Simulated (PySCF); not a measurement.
A geometry optimisation on `N#[C][GeH2][Se][GeH3]`.

Method: PBE0-D3(BJ)/def2-SVP geometry optimisation, gas phase (PySCF 2.14.0). Start geometry: GFN2-xTB. The command runs a driver script over a list of jobs; the input below is this job's line of settings and its coordinates in Å.

Command:
```bash
OMP_NUM_THREADS=1 python probes_run.py task.json out
```

Input:
```
{"job": {"xc": "PBE0", "basis": "def2-SVP", "d3": "d3bj", "grid": 1, "shake": 0.01, "kind": "geom"}, "charge": 0, "multiplicity": 1}
N      0.814540     2.337960    -0.170380
C      1.160700     1.278140    -0.249480
Ge     1.616070    -0.581240    -0.346470
Se    -0.293070    -1.841210    -0.345280
Ge    -1.806500    -0.159520     0.332480
H      2.433340    -0.759490    -1.605380
H      2.525890    -0.831910     0.865330
H     -1.935290     0.904490    -0.718610
H     -1.347820     0.481870     1.644890
H     -3.117430    -0.850020     0.571830
```

Problem. Estimate the output.

Solution. 
```
step   0  E = -6649.64198960  max force = 0.112320
step   1  E = -6649.64891167  max force = 0.014501
step   2  E = -6649.64941791  max force = 0.003176
step   3  E = -6649.64954070  max force = 0.001648
step   4  E = -6649.64970288  max force = 0.009518
step   5  E = -6649.64935226  max force = 0.018807
step   6  E = -6649.64997861  max force = 0.009349
step   7  E = -6649.65013071  max force = 0.004046
step   8  E = -6649.65022925  max force = 0.000689
step   9  E = -6649.65024590  max force = 0.001382
step  10  E = -6649.65026293  max force = 0.001535
step  11  E = -6649.65026924  max force = 0.000909
step  12  E = -6649.65026867  max force = 0.000418
optimisation converged
```

Energies in Eh; «max force» is the largest Cartesian gradient component in Eh/bohr.

Problem. Give the first gradient maximum in eV/Å.

Solution. With 1 Eh/bohr = 51.422 eV/Å, 5.776 eV/Å.

Problem. At which steps does the energy rise by more than 1e-5 Eh?

Solution. At step 5 (+0.35 mEh).

Main results: final energy -6649.65027 Eh after 12 steps; dipole 2.75 D.

Problem. Estimate the wall time. Hardware: one thread, Arm Neoverse V2 (aarch64), shared host with 32 logical CPUs at a one-minute load of 19. And the peak memory of the process?

Solution. About 2.9 min, with 0.70 GiB resident at the peak, the Python interpreter and its libraries included.
Labels such as C1 count atoms from 1, the log's own numbers from 0.
